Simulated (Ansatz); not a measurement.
Input file for C2H4BNS2, SMILES `CSC1=NBS1`:

```yaml
crystal:
  periodic: [false, false, false]
  atoms:
    - {symbol: C, position_ang: [-0.606649, -1.605733, 1.021402]}
    - {symbol: S, position_ang: [0.902155, -1.280241, 0.100144]}
    - {symbol: C, position_ang: [0.646616, 0.313593, -0.469901]}
    - {symbol: N, position_ang: [1.477359, 0.991604, -1.196865]}
    - {symbol: B, position_ang: [0.558866, 2.101256, -1.210014]}
    - {symbol: S, position_ang: [-0.813265, 1.334507, -0.164971]}
    - {symbol: H, position_ang: [-0.713400, -0.905450, 1.847852]}
    - {symbol: H, position_ang: [-1.475568, -1.564204, 0.367135]}
    - {symbol: H, position_ang: [-0.500500, -2.616184, 1.416390]}
    - {symbol: H, position_ang: [0.607587, 3.179753, -1.708175]}
basis:
  gaussian: {orbitals: def2-SVP}
correlation: {method: ccsd_t}
```

```sh
$ ansatz run in.yaml --threads 4 --pin off --events-out ev --progress --plain --max-ram 10444MiB
```

The program prints (abridged):

```
Functional definition: HF
1106 factors; integrals over basis functions are off by at most 1.2e-3 eV
mean field evaluation 1: about -25897.3458 eV, gradient 3.9e1 eV
mean field evaluation 2: about -25897.5071 eV, gradient 3.9e1 eV
mean field evaluation 4: about -25901.6110 eV, gradient 4.4e0 eV
mean field evaluation 8: about -25901.7221 eV, gradient 2.0e-1 eV
mean field -25901.72244714 eV, -951.8707431142 hartree, gradient 1.4e-6 eV, S^2 0.000000; 0 other end points of the search recorded, 0 dependent functions left out
14 core orbitals not correlated: weight in the atoms' cores, before any rotation towards them, 1.000 or more for the frozen orbitals, at most 0.000 for the correlated occupied ones
reference -25901.72244714 eV, -951.8707431142 hartree; 16, 16 occupied and 82, 82 virtual orbitals, 1106 factors
second order -20.90038325 eV of doubles, -0.00000000 eV of singles
cycle   1  -21.38976350 eV  change   -4.9e-1 eV  update   1.3e-1
cycle   2  -22.03371600 eV  change   -6.4e-1 eV  update   3.8e-2
cycle   3  -22.18785062 eV  change   -1.5e-1 eV  update   2.1e-2
cycle   4  -22.18008077 eV  change    7.8e-3 eV  update   6.4e-3
cycle   5  -22.17936847 eV  change    7.1e-4 eV  update   3.5e-3
cycle   6  -22.17925049 eV  change    1.2e-4 eV  update   1.2e-3
cycle   7  -22.17868564 eV  change    5.6e-4 eV  update   5.7e-4
cycle   8  -22.17868027 eV  change    5.4e-6 eV  update   2.1e-4
cycle   9  -22.17877186 eV  change   -9.2e-5 eV  update   1.1e-4
cycle  10  -22.17872674 eV  change    4.5e-5 eV  update   5.7e-5
cycle  11  -22.17875945 eV  change   -3.3e-5 eV  update   3.2e-5
cycle  12  -22.17877194 eV  change   -1.2e-5 eV  update   1.3e-5
perturbative correction -0.92004774 eV, -0.0338111306 hartree
Total energy: -25924.82126681 eV, -952.7196090801 hartree
```

Run time 7 s (4 threads of an Arm Neoverse V1 on a shared host); peak host memory 0.54 GiB.

Correlation energy per correlated electron: -0.722 eV. T1 diagnostic: 0.0159.
